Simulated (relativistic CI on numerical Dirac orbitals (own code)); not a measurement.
**Sensitivity of the levels of Nd8+ to α and to the nuclear radius**

Calculated at this level of theory: Dirac-Coulomb-Breit CI, separate exchange-only KLI orbitals for each configuration, derivatives by finite differences, unscaled Slater integrals, QED left out (own radial code, finite nucleus).

CI space (outside the closed core [Kr] 4d10): 4f2.5s2.5p2, 5s2.5p4, 4f4.5s2, 4f.5s2.5p3, 4f2.5s.5p3, 4f2.5p4, 5s2.5p3.5d, 5s2.5p3.6s. The list is cut by size and lacks configurations that can hold low levels.

With x = (α/α₀)² − 1 an excitation energy changes as ω = ω₀ + qx; K = 2q/ω₀ is the relative enhancement. Terms are leading LS components, so labels can repeat. The field-shift factor is F = δν/δ⟨r²⟩ for the transition from the lowest level.

Lowest level 4f.5s2.5p3 5F_3.

| Level | ω₀ (cm⁻¹) | q (cm⁻¹) | K | F (GHz/fm²) |
| --- | --- | --- | --- | --- |
| 4f.5s2.5p3 5F_4 | 2305.1 | 3823 | 3.32 | -0.0508 |
| 4f.5s2.5p3 5F_2 | 2582.1 | 3216 | 2.49 | -0.0681 |
| 4f.5s2.5p3 5F_1 | 4669.7 | 7746 | 3.32 | -0.347 |
| 4f.5s2.5p3 5F_5 | 7218.5 | 8919 | 2.47 | -0.0896 |
| 4f.5s2.5p3 3F_3 | 7852.9 | 5546 | 1.41 | -0.0303 |
| 4f2.5s2.5p2 5I_4 | 8693.7 | 33250 | 7.65 | -8.51 |
| 5s2.5p4 3P_2 | 12519.1 | -10500 | -1.68 | 3.27 |
| 4f2.5s2.5p2 5I_5 | 13708.7 | 37770 | 5.51 | -8.63 |
| 4f.5s2.5p3 3F_4 | 15753.6 | 8958 | 1.14 | -1.27 |
| 4f2.5s2.5p2 5G_2 | 16305.6 | 32910 | 4.04 | -7.8 |
| 4f2.5s2.5p2 5G_6 | 19029.0 | 41110 | 4.32 | -8.69 |
| 4f2.5s2.5p2 5G_3 | 20287.6 | 37790 | 3.73 | -8.41 |
| 4f2.5s2.5p2 3F_4 | 21302.0 | 34570 | 3.25 | -7.49 |

At this charge configurations can still be misplaced by up to about 7 % of their energy. Levels and lines within the n = 5 or 6 shells can be off by up to 10 % or somewhat more, and those that change n by about 2 %, since core polarisation is missing. Levels that differ in their count of f electrons can be misplaced by several ten thousand cm⁻¹, since the correlation energy of f electrons is missing or only estimated; rates across such gaps can be off by orders of magnitude.
